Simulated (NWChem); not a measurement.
CH₃BeCl; SMILES [CH3][Be][Cl]

```xyz
6

Be     0.0000     0.0000     0.4935
Cl     0.0000     0.0000    -1.3198
C      0.0000     0.0000     2.1711
H     -0.8902    -0.4952     2.5816
H      0.0162     1.0185     2.5816
H      0.8739    -0.5233     2.5816
```
Atoms are numbered in this order, from 1.

All runs: NWChem. Coordinates come from a B3LYP/6-31G* (spherical d) optimisation. Core excitations by TDA in a window of 1s orbitals, non-relativistic and unshifted: absolute energies depend strongly on the exact-exchange share.

What does the run give for Cl K edge, B3LYP/def2-TZVP? Quantities: first 1s excitation (eV); dipole oscillator strength of the first.


```yaml
first 1s excitation (eV): 2760.7
dipole_oscillator_strength_of_the_first: 0.0013
```
